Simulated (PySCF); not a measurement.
PySCF 2.14 output of an unrestricted TPSS calculation on a single atom or ion in aug-cc-pV(Q+d)Z, with no relativity, point nucleus:

```
SCF conv_tol = 1e-09
number electrons alpha = 8  beta = 5
    J. Tao, J. P. Perdew, V. N. Staroverov, and G. E. Scuseria.,  Phys. Rev. Lett. 91, 146401 (2003)
    J. P. Perdew, J. Tao, V. N. Staroverov, and G. E. Scuseria.,  J. Chem. Phys. 120, 6898 (2004)
    J. Tao, J. P. Perdew, V. N. Staroverov, and G. E. Scuseria.,  Phys. Rev. Lett. 91, 146401 (2003)
    J. P. Perdew, J. Tao, V. N. Staroverov, and G. E. Scuseria.,  J. Chem. Phys. 120, 6898 (2004)
cycle= 1 E= -339.46313258502  delta_E= -0.00518  |g|= 0.027  |ddm|= 0.899
cycle= 2 E= -339.463220222584  delta_E= -8.76e-05  |g|= 0.00646  |ddm|= 0.276
cycle= 3 E= -339.463224648672  delta_E= -4.43e-06  |g|= 0.000399  |ddm|= 0.055
cycle= 4 E= -339.463224692985  delta_E= -4.43e-08  |g|= 5.19e-05  |ddm|= 0.00379
cycle= 5 E= -339.463224694068  delta_E= -1.08e-09  |g|= 1.52e-06  |ddm|= 0.000363
cycle= 6 E= -339.46322469407  delta_E= -1.88e-12  |g|= 5.84e-08  |ddm|= 8.34e-06
converged SCF energy = -339.46322469407  <S^2> = 3.75003  2S+1 = 4.000015
```

The run itself started from symmetry-adapted Hartree-Fock orbitals and held the occupation by maximum overlap, on a logarithmic radial grid, so the iterations belong to that start.

Q: Which element, charge and spin multiplicity is this?

A: P²⁺ (phosphorus, charge +2), multiplicity 4; the state was [Ne] 3s1 3p1 3d1, one real determinant (an excited configuration).

⟨L²⟩ = 8.01 against 12 for a pure F term, so this real determinant mixes terms. The outer electron is Rydberg-like, and this basis confines it to a smaller radius and binds it less than a complete one would.
